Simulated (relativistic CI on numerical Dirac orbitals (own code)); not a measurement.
**What each ingredient does to the levels of W17+**

Base calculation: Dirac-Coulomb-Breit CI, separate exchange-only KLI orbitals for each configuration, QED by a radiative potential, unscaled Slater integrals.

CI space (outside the closed core [Ar] 3d10): 4s²4p⁶4d¹⁰4f¹¹, 4s²4p⁶4d¹⁰4f¹⁰5s, 4s²4p⁶4d¹⁰4f⁹5s², 4s²4p⁶4d¹⁰4f¹⁰5p, 4s²4p⁶4d¹⁰4f¹⁰5d, 4s²4p⁶4d⁹4f¹², 4s²4p⁶4d¹⁰4f¹⁰6s, 4s²4p⁶4d⁸4f¹³, 4s²4p⁵4d¹⁰4f¹², 4s²4p⁴4d¹⁰4f¹³, 4p⁶4d¹⁰4f¹³, 4s4p⁶4d¹⁰4f¹¹5s, 4s4p⁶4d⁹4f¹³, 4s4p⁶4d¹⁰4f¹¹6s. Levels of other configurations are missing.

Variants: (1) configuration mixing switched off. Shifts of the energy above 4s²4p⁶4d¹⁰4f¹¹ ⁴I°15/2, in cm⁻¹, for the lowest level and the first level of each name with at least 55 % of one term (blank where a level changes its place among those of its configuration and J or its character, or is not in the variant):

| Level | Base | Δ(1) |
| --- | --- | --- |
| 4s²4p⁶4d¹⁰4f¹¹ ⁴I°15/2 | 0.0 | 0.0 |
| 4s²4p⁶4d¹⁰4f¹¹ ⁴I°13/2 | 15779.0 | -11.4 |
| 4s²4p⁶4d¹⁰4f¹¹ ⁴I°11/2 | 21384.9 | +924.2 |
| 4s²4p⁶4d¹⁰4f¹⁰5s ⁶I17/2 | 23289.7 | -769.3 |
| 4s²4p⁶4d¹⁰4f¹⁰5s ⁶I15/2 | 33687.0 | -732.5 |
| 4s²4p⁶4d¹⁰4f¹¹ ⁴F°7/2 | 41730.1 | +2152.6 |
| 4s²4p⁶4d¹⁰4f¹⁰5s ⁶I13/2 | 43267.1 | -747.0 |
| 4s²4p⁶4d¹⁰4f¹¹ ⁴F°5/2 | 44221.9 | +2765.1 |
| 4s²4p⁶4d¹⁰4f¹⁰5s ⁶I11/2 | 49729.6 | -734.8 |
| 4s²4p⁶4d¹⁰4f¹⁰5s ⁴I15/2 | 50458.8 | -528.2 |
| 4s²4p⁶4d¹⁰4f¹¹ ²K°15/2 | 52546.7 | +372.4 |
| 4s²4p⁶4d¹⁰4f¹¹ ⁴G°11/2 | 52968.7 | +2187.6 |
| 4s²4p⁶4d¹⁰4f¹⁰5s ⁶I9/2 | 54665.9 | -726.9 |
| 4s²4p⁶4d¹⁰4f¹¹ ⁴G°9/2 | 56534.6 | +2254.4 |
| 4s²4p⁶4d¹⁰4f¹⁰5s ⁶F11/2 | 57190.3 | -427.2 |
| 4s²4p⁶4d¹⁰4f¹⁰5s ⁶I7/2 | 58816.8 | -733.5 |
| 4s²4p⁶4d¹⁰4f¹¹ ²P°1/2 | 61816.6 | +5632.4 |
| 4s²4p⁶4d¹⁰4f¹⁰5s ⁴I13/2 | 63546.1 | -516.7 |
| 4s²4p⁶4d¹⁰4f¹¹ ²K°13/2 | 64242.6 | +675.8 |
| 4s²4p⁶4d¹⁰4f¹⁰5s ⁶S5/2 | 64248.0 | -434.2 |
| 4s²4p⁶4d¹⁰4f¹⁰5s ⁶F9/2 | 64667.2 | -384.0 |
| 4s²4p⁶4d¹⁰4f¹⁰5s ⁴K17/2 | 69358.2 | -667.8 |

At this charge transitions that keep the count of f electrons are usually good to a few per cent. Terms inside the open d or f shell come out 10 to 20 % too wide with unscaled integrals. Levels that differ in their count of f electrons can be misplaced by several ten thousand cm⁻¹, since the correlation energy of f electrons is missing or only estimated; rates across such gaps can be off by orders of magnitude.

Ionisation energy from one configuration of each of the two ions, the ground ones as tabulated or assumed: base 417.674 eV. The NIST ASD value (semi-empirical) is 420.7 ± 1.4 eV.

LS names give the leading component of a level, which can be under half, so a name can repeat, a term be missing and a line seem to break the LS rules.
